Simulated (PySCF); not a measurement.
## From computed data to an observable: refractive index and permittivity of the vapour

C5H7F, SMILES C[C@@H]1C=C[C@@H]1F.

Geometry: B3LYP-D3(BJ)/def2-SVP. The structure was generated by enumeration; whether it is a known compound was not checked.

PBE/def2-TZVP in PySCF gives a mean static polarisability of 58.9 bohr³ and a dipole moment of 1.71 D. Take an ideal gas at 298.15 K and 1 bar, whether or not the substance is that volatile.

Work out n − 1 in the optical limit and the static ε − 1.


Polarisability volume α' = 58.9 × 0.148185 = 8.73 Å³. Number density N = p/kT = 2.43e-5 Å⁻³.
Dilute limit of Lorentz–Lorenz: n − 1 = 2π N α' = 0.0013.
Orientation term of Debye: μ²/(3kT) = 8.098 Å³ × μ²(D²) = 23.68 Å³.
ε − 1 = 4π N (α' + μ²/3kT) = 0.0099. Orientation of the dipole supplies 73 % of the static response; it can't follow optical fields. Vibrational polarisation and dispersion are left out.
